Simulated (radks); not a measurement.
K2+, configuration [Ne] 3s1.75 3p5 4f0.25 (fractional occupations, a model configuration). Method: scalar-relativistic Kohn-Sham, PBE, spin-polarised, spherical densities, point nucleus; open shells are filled with parallel spins first; computed with a radial shooting solver on a logarithmic mesh with Libxc functionals.

Local quantities along the radius. ELF = 1/(1 + alpha^2) is the electron localisation function; alpha = (tau - tau_W)/tau_unif compares the Pauli kinetic energy density with that of the uniform gas (summed over spins); 4 pi r^2 rho is in e/bohr; s = |grad rho|/(2 (3 pi^2)^(1/3) rho^(4/3)) is the reduced gradient. tau is taken from the large components.

r (bohr)    ELF    alpha  4 pi r^2 rho       s
0.004715  1.000  0.01332         1.117  0.4293
0.006239  1.000  0.01426         1.835  0.4278
0.008321  1.000  0.01577         2.999  0.4315
0.0111    1.000  0.01813         4.774  0.4408
0.0148    1.000  0.02193         7.338  0.4569
0.01974   0.999  0.02837         10.77  0.4817
0.02612   0.998  0.03964         14.74  0.5172
0.03484   0.996  0.06263         18.82  0.5696
0.04647   0.987   0.1146         21.67  0.6435
0.06198   0.942   0.2486         22.01  0.7397
0.08266   0.722   0.6199         19.61  0.8253
0.1102    0.337    1.401         16.52  0.7620
0.1459    0.264    1.668         16.10  0.4651
0.1946    0.533   0.9360         19.47  0.2942
0.2595    0.799   0.5018         22.73  0.3830
0.3461    0.854   0.4131         20.20  0.5974
0.4616    0.664   0.7119         12.29  0.9211
0.6108    0.142    2.462         6.121  0.9720
0.8146    0.272    1.637         5.313  0.2939
1.087     0.816   0.4745         6.223  0.4105
1.449     0.859   0.4046         4.635  0.8029
1.933     0.698   0.6577         1.897   1.511
2.557     0.201    1.992        0.4280   3.078
3.411     0.001    29.04       0.05633   5.450
4.549     0.001    28.90       0.03221  0.2286
6.068     0.004    16.52       0.04668  0.9797
8.093     0.003    17.35       0.03246   2.750
10.71     0.001    31.58      0.009987   6.295
14.28     0.000    128.4     0.0009131   20.61

On this mesh the ELF has minima near r = 0.13, 0.71 bohr, which separate the shells, and maxima near 0.35 (0.85), 1.3 (0.87).
